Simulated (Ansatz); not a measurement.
C3H8AlCl, SMILES `CC(Cl)[CH2][AlH2]`. Total charge 0; spin multiplicity 1.

Z-matrix (Å, degrees):
```
C
C 1 1.512
H 1 1.090 2 111.4
H 1 1.096 2 109.7 3 119.5
H 1 1.092 2 110.5 3 -120.6
Cl 2 1.820 1 108.2 3 54.4
C 2 1.507 1 113.4 3 177.6
H 2 1.091 1 110.0 3 -57.7
Al 7 1.966 2 115.6 1 63.7
H 7 1.098 2 110.2 1 -175.1
H 7 1.097 2 110.0 1 -59.7
H 9 1.590 7 120.5 2 13.1
H 9 1.587 7 119.1 2 -168.3
```

Q: List the harmonic frequencies (cm⁻¹, unscaled) at PBE0-D4/def2-TZVP in Ansatz. (An estimate is asked.)

A: The calculation gave: 84, 88, 150, 261, 273, 338, 388, 485, 499, 632, 682, 706, 789, 910, 994, 1027, 1139, 1152, 1209, 1278, 1361, 1404, 1432, 1476, 1490, 1912, 1926, 3029, 3037, 3067, 3095, 3116, 3149.

Q: Is this a minimum?

A: Yes, all 33 modes are real.

Q: Give the ideal-gas thermochemistry at 298.15 K and 1 bar (rigid rotor, harmonic oscillator; point group C1, symmetry number 1).

A: Zero-point energy 254.7 kJ/mol; H(298) − E = 277.5 kJ/mol; entropy 361.8 J/(mol·K), of which translation 167.1, rotation 116.0, vibration 78.7; G(298) − E = 169.7 kJ/mol. Modes under 100 cm⁻¹ are hindered rotations or soft bends, so the harmonic entropy is rough.
